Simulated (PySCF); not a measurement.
Which determinant of CsHg lies lowest?

Unrestricted PBE0; Cs def2-SVP with ECP46, Hg def2-SVP with ECP60; scalar-relativistic core potentials (PySCF 2.14). Outer shells of the fragments: Cs 6s1; Hg 5d10 6s2.

Followed along the bond (rough minima from three points):

| 2Ms+1 | unpaired | ⟨S²⟩ at the start | R at minimum (Å) | Te (eV) |
| --- | --- | --- | --- | --- |
| 2 | σ ↑ | 0.75 | 4.51 | 0.00 |
| 2 | π ↑ | 0.75 | 3.53 | 0.92 |
| 4 | σ ↑↑, π ↑ | 3.75 | 3.98 | 5.01 |

Solutions found at the starting distance of 3.580 Å, counted from the lowest of them; the search is not exhaustive and high or unbound solutions are not listed, so other states can lie among these:

| 2Ms+1 | unpaired | term | E (eV) | ⟨S²⟩ | ⟨Lz²⟩ | μ (D) |
| --- | --- | --- | --- | --- | --- | --- |
| 2 | σ ↑ | ²Σ⁺ | 0.00 | 0.75 | 0.00 | 0.64 |
| 2 | π ↑ | ²Π | 0.80 | 0.75 | 1.00 | -8.00 |
| 2 | δ ↑ | ²Δ | 1.79 | 0.75 | 4.00 | 0.76 |
| 4 | σ ↑↑, π ↑ | ⁴Π | 4.95 | 3.75 | 1.01 | -4.76 |
| 4 | σ ↑, π ↑↑ | ⁴Σ⁻ | 5.39 | 3.75 | 0.00 | -9.97 |
| 4 | σ ↑↑↑ | ⁴Σ⁺ | 5.72 | 3.75 | 0.00 | 1.89 |
| 4 | σ ↑, π ↑↑ | mixed | 6.82 | 3.75 | 2.01 | 5.72 |
| 4 | σ ↑↑, δ ↑ | ⁴Δ | 7.09 | 3.75 | 4.00 | 1.64 |
| 4 | σ ↑, π ↑, δ ↑ | mixed | 9.62 | 3.75 | 3.41 | -5.65 |
| 4 | σ ↑, π ↑, δ ↑ | mixed | 9.77 | 3.75 | 5.00 | -4.98 |

A term symbol is given only where ⟨S²⟩ and ⟨Lz²⟩ are close to those of a pure state; real π, δ and φ orbitals otherwise mix terms. A positive dipole means Cs(−)Hg(+).

**Question.** Compare the gap between the two lowest followed solutions at the starting distance with the gap between their minima.

**Answer.** At PBE0 the second solution (doublet, unpaired electrons π ↑) lies +0.80 eV from the first (doublet, unpaired electrons σ ↑) at 3.580 Å and +0.92 eV at the minima; the two curves relax by different amounts, since their minima lie near 3.53 and 4.51 Å.

Spin–orbit coupling is left out. Counting both spins, an empty level lies below a filled one in some of these solutions, because spin and occupation are held.
